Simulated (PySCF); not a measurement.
## Cu⁺: excitation energy

Cu⁺ [Ar] 3d10 (1S) → Cu⁺ [Ar] 3d9 4p1 (high-spin determinant), as a difference of total energies. All numbers are calculated (PySCF 2.14, no relativity, point nucleus, in def2-QZVPPD). Correlated levels: valence: [Ar] frozen. The calculations carry no spin-orbit coupling.

```json
{"method": "UHF", "excitation energy (eV)": "6.150"}
{"method": "MP2 (valence)", "excitation energy (eV)": "9.279"}
{"method": "SCS-MP2 (valence)", "excitation energy (eV)": "8.958"}
{"method": "CCSD (valence)", "excitation energy (eV)": "8.271"}
{"method": "CCSD(T) (valence)", "excitation energy (eV)": "8.442"}
```

**Question.** How much does correlation contribute at CCSD(T) (valence)?

**Answer.** 8.442 − (6.150) = 2.292 eV, measured against UHF.

A first-order spin-orbit estimate (lowest level to lowest level, LS coupling) adds -0.088 eV.

The determinant of the upper state mixes LS terms, which raises its energy above the lowest term, most at the Hartree-Fock and MP2 levels.
